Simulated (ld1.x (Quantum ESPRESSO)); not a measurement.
**Scattering properties, PAW potential for N (Z = 7)**

```json
{
 "Element": "nitrogen",
 "Generator": "ld1.x (Quantum ESPRESSO) 7.5",
 "Type": "PAW",
 "Functional": "PBE",
 "Relativity": "non-relativistic",
 "Frozen core": "[He]",
 "Valence charge": "5",
 "Reference configuration": "2s2 2p3",
 "Partial waves": "2s (bound): rcut 0.80, rcutus 1.05 bohr; 2s channel at 2.05 Ry: rcut 0.80, rcutus 1.05 bohr; 2p (bound): rcut 2.50, rcutus 2.70 bohr; 2p channel at 1.6 Ry: rcut 2.50, rcutus 2.70 bohr; 3d channel at 0.15 Ry: rcut 1.55, rcutus 2.00 bohr; 3d channel at 2.3 Ry: rcut 1.55, rcutus 2.00 bohr",
 "Local potential": "all-electron potential smoothed inside 2.25 bohr (lloc = -1)",
 "Core correction": "Bessel-smoothed model core, default radius (core density twice the valence density)",
 "Augmentation charge": "GAUSS, radius 0.75 bohr"
}
```

The phase is arctan(r·u′/u) with u = r·R(r), unwrapped; energies in Ry, scanned from -3 to 5 Ry. A pole is an energy at which the radial function vanishes at the test radius. The pseudo phase is shifted by a multiple of π to meet the all-electron one at the reference energy, and phase errors are pseudo minus all-electron; the curves can meet again beyond the range given. Levels narrower than the energy grid can be missing from the lists of poles.

```
channel  radius (bohr)  reference energy (Ry)  poles, all-electron  poles, pseudo  unbroken range about the reference energy with phases within 0.05 rad  phase error 1 Ry above the reference energy (rad)
      s           2.96                  -1.36          -1.28, 2.90    -1.28, 2.91                                                        the whole range                                             +0.000
      p           2.96                  -0.52          -0.37, 3.13    -0.37, 2.97                                                              below 3.5                                             -0.007
      d           2.96                   0.15                 2.49           2.49                                                        the whole range                                             +0.000
```

The ghost test of this file was not conclusive. Its overlap operator is not positive definite in a basis up to 400 Ry (lowest eigenvalue s -0.57), so the file is unfit for use: the generalised eigenproblem breaks down once the basis is large enough, and its test numbers describe a broken file.

Phases in the p channel:

```tsv
E (Ry)	all-electron	pseudo
-3.00	1.372	1.372
-2.76	1.363	1.363
-2.52	1.352	1.352
-2.28	1.340	1.339
-2.04	1.324	1.324
-1.80	1.305	1.304
-1.56	1.280	1.279
-1.32	1.243	1.241
-1.08	1.179	1.178
-0.84	1.022	1.020
-0.60	-0.226	-0.228
-0.36	-1.588	-1.589
-0.12	-1.772	-1.774
0.12	-1.875	-1.878
0.36	-1.979	-1.985
0.60	-2.126	-2.134
0.84	-2.385	-2.397
1.08	-2.906	-2.919
1.32	-3.644	-3.649
1.56	-4.120	-4.120
1.80	-4.353	-4.354
2.04	-4.480	-4.484
2.28	-4.561	-4.567
2.52	-4.617	-4.627
2.76	-4.660	-4.675
3.00	-4.696	-4.718
3.24	-4.727	-4.759
3.48	-4.755	-4.803
3.72	-4.783	-4.858
3.96	-4.812	-4.937
4.20	-4.845	-5.078
4.44	-4.884	-5.422
4.68	-4.935	-6.432
4.92	-5.007	-7.244
```
